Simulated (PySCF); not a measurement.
# Atomic charges by several schemes

Species: C7H5FO3.
Z-matrix (Å and degrees, GFN2-xTB geometry), rows numbered from 1:
```
C 
C   1  1.5009
O   2  1.2077  1  124.56
C   2  1.4773  1  114.58  3  -179.93
C   4  1.3828  2  129.35  1   179.99
C   5  1.3992  4  106.24  2  -179.80
C   6  1.3835  5  105.90  4    -0.03
C   7  1.4494  6  129.01  5   179.95
O   8  1.1847  7  128.52  6     0.19
F   8  1.3620  7  111.42  6  -179.80
O   4  1.3405  2  120.42  1     0.17
H   1  1.0861  2  109.98  3    -0.03
H   1  1.0883  2  109.69  3   120.95
H   1  1.0883  2  109.71  3  -121.08
H   5  1.0705  4  125.71  2     0.19
H   6  1.0706  5  128.17  4   179.92
```

Density: PBE0/pcSseg-1 (PySCF); schemes: Mulliken, IAO, Hirshfeld and ESP-fitted. One conformer (not necessarily the lowest) at the GFN2-xTB geometry, without solvent, vibrations or thermal averaging.

Task: Tabulate the Mulliken, IAO, Hirshfeld and ESP-fitted charges.

Result: In e:

```tsv
atom	environment	Mulliken	IAO	Hirshfeld	ESP-fitted
C1	methyl carbon next to a carbonyl	-0.245	-0.481	-0.126	-0.539
C2	ketone carbonyl carbon	+0.223	+0.374	+0.156	+0.651
O3	ketone oxygen	-0.343	-0.402	-0.226	-0.501
C4	substituted aromatic carbon	+0.105	+0.126	+0.063	+0.034
C5	aromatic CH carbon	-0.041	-0.173	-0.052	-0.181
C6	aromatic CH carbon	-0.053	-0.161	-0.043	-0.174
C7	substituted aromatic carbon	+0.077	+0.091	+0.045	-0.007
C8	acyl halide carbon	+0.614	+0.596	+0.218	+0.705
O9	carbonyl oxygen	-0.339	-0.385	-0.223	-0.460
F10	acyl fluorine	-0.272	-0.284	-0.098	-0.247
O11	furan-type oxygen	-0.377	-0.204	-0.035	-0.137
H12	methyl hydrogen	+0.145	+0.172	+0.057	+0.166
H13	methyl hydrogen	+0.149	+0.173	+0.056	+0.154
H14	methyl hydrogen	+0.149	+0.173	+0.057	+0.154
H15	aromatic hydrogen	+0.103	+0.193	+0.074	+0.190
H16	aromatic hydrogen	+0.104	+0.193	+0.077	+0.193
```

Mean size of the charges over all atoms: ESP-fitted 0.281 e, IAO 0.261 e, Mulliken 0.209 e, Hirshfeld 0.100 e. Each set sums to the total charge, 0, to within 0.001 e. The ESP scheme fits charges at the nuclei, held to the total charge, to the electrostatic potential on points at 1.4 to 2.0 times the van der Waals radii. The Mulliken scheme counts on each atom the diagonal of the density matrix times the overlap matrix over that atom's basis functions.

Lowest charge. The schemes don't all agree: Mulliken O11 (-0.377); IAO C1 (-0.481); Hirshfeld O3 (-0.226); ESP-fitted C1 (-0.539).

Highest charge. All schemes agree: Mulliken C8 (+0.614); IAO C8 (+0.596); Hirshfeld C8 (+0.218); ESP-fitted C8 (+0.705).

Task: How many electrons does the ESP-fitted scheme count on O3?

Result: Z − q = 8 − (-0.501) = 8.501.

Task: Sum the charges by element, for elements with more than one atom.

Result: 
| element | atoms | Mulliken | IAO | Hirshfeld | ESP-fitted |
| --- | --- | --- | --- | --- | --- |
| C | 7 | +0.680 | +0.371 | +0.261 | +0.488 |
| O | 3 | -1.059 | -0.990 | -0.484 | -1.098 |
| H | 5 | +0.651 | +0.903 | +0.320 | +0.857 |

Task: How closely do the schemes follow one another over all atoms?

Result: Correlation coefficient and root-mean-square difference: IAO with ESP-fitted 0.97, 0.091 e; IAO with Hirshfeld 0.96, 0.184 e; Hirshfeld with ESP-fitted 0.95, 0.239 e; Mulliken with IAO 0.94, 0.101 e; Mulliken with Hirshfeld 0.91, 0.154 e; Mulliken with ESP-fitted 0.90, 0.166 e.
